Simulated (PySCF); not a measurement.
CH₄AlO, charge +1. Atoms are numbered in the order given.

```xyz
7

Al     0.0000     0.0000     0.0940
C      0.0000     0.0000    -1.8188
H     -0.8934    -0.5158    -2.1797
H      0.8934    -0.5158    -2.1797
H      0.0000     1.0317    -2.1797
O      0.0000     0.0000     1.6970
H      0.0000     0.0000     2.6539
```
Charge +1, spin multiplicity 1.

Geometry optimised at TPSSh-D3(BJ)/def2-TZVP. The multiplicity is an assumed one; other spin states were not compared. The isomer is the one that the SMILES or the coordinates give; other isomers of the formula were not compared. One conformer was computed; it need not be the lowest.

Method: PySCF with PBE/def2-TZVPD.

Symmetry labels are those of the subgroup Cs that the program uses (full group C3v).

Q: List the valence orbital energies around the gap with their symmetry. (The exact figures need the calculation; the answer reports its results.)

A: 
```
orbital  symmetry  energy (eV)
-------  --------  -----------
HOMO−7         A'       -30.33
HOMO−6         A'       -22.89
HOMO−5         A'       -19.45
HOMO−4         A"       -15.66
HOMO−3         A'       -15.66
HOMO−2         A'       -14.34
HOMO−1         A'       -13.94
HOMO           A"       -13.94
LUMO           A'        -8.17
LUMO+1         A"        -6.82
LUMO+2         A'        -6.82
LUMO+3         A'        -4.13
```
